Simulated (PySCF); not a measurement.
H2Sb, SMILES [SbH2] (connectivity only; charge and spin as stated), charge +1, multiplicity 1.

Geometry optimised at B3LYP-D3(BJ)/def2-TZVPD. The multiplicity is an assumed one; other spin states were not compared. The isomer is the one that the SMILES or the coordinates give; other isomers of the formula were not compared. The def2 effective core potentials stand for the cores of Sb; spin–orbit coupling is left out.

These are PySCF 2.14.0 with TDA-PBE/def2-TZVPD values and carry that method's errors.

Vertical excitations. The molecule is in vacuum. State labels are in the subgroup C2v.

Computed lowest excited states:
| state | symmetry | energy (eV) | λ (nm) | f | main pairs |
|---|---|---|---|---|---|
| S1 | B1 | 2.50 | 496 | 0.009 | HOMO→LUMO 99 % |
| S2 | A2 | 3.43 | 361 | 0.000 | HOMO−1→LUMO 100 % |
| S3 | B2 | 7.67 | 162 | 0.106 | HOMO→LUMO+1 78 %, HOMO−1→LUMO+2 20 % |
| S4 | A1 | 7.91 | 157 | 0.054 | HOMO→LUMO+2 73 %, HOMO−1→LUMO+1 26 % |
| S5 | A1 | 9.43 | 132 | 0.307 | HOMO−1→LUMO+1 38 %, HOMO→LUMO+3 26 %, HOMO→LUMO+4 22 %, HOMO→LUMO+2 12 % |
| S6 | A1 | 9.81 | 126 | 0.004 | HOMO→LUMO+3 72 %, HOMO→LUMO+4 16 % |
| S7 | B1 | 10.10 | 123 | 0.015 | HOMO→LUMO+6 64 %, HOMO−2→LUMO 35 % |
| S8 | B2 | 10.13 | 122 | 0.704 | HOMO−1→LUMO+2 60 %, HOMO−1→LUMO+3 22 %, HOMO→LUMO+1 10 % |
| S9 | A2 | 10.26 | 121 | 0.000 | HOMO→LUMO+5 100 % |
| S10 | B1 | 11.03 | 112 | 0.063 | HOMO−1→LUMO+5 52 %, HOMO−2→LUMO 25 %, HOMO→LUMO+6 20 % |
| T1 | B1 | 1.47 | 842 | 0 | HOMO→LUMO 100 % |
| T2 | A2 | 2.84 | 437 | 0 | HOMO−1→LUMO 100 % |
| T3 | B2 | 5.92 | 210 | 0 | HOMO→LUMO+1 97 % |
| T4 | A1 | 6.67 | 186 | 0 | HOMO→LUMO+2 51 %, HOMO−1→LUMO+1 47 % |
Triplets are in the Tamm–Dancoff approximation.
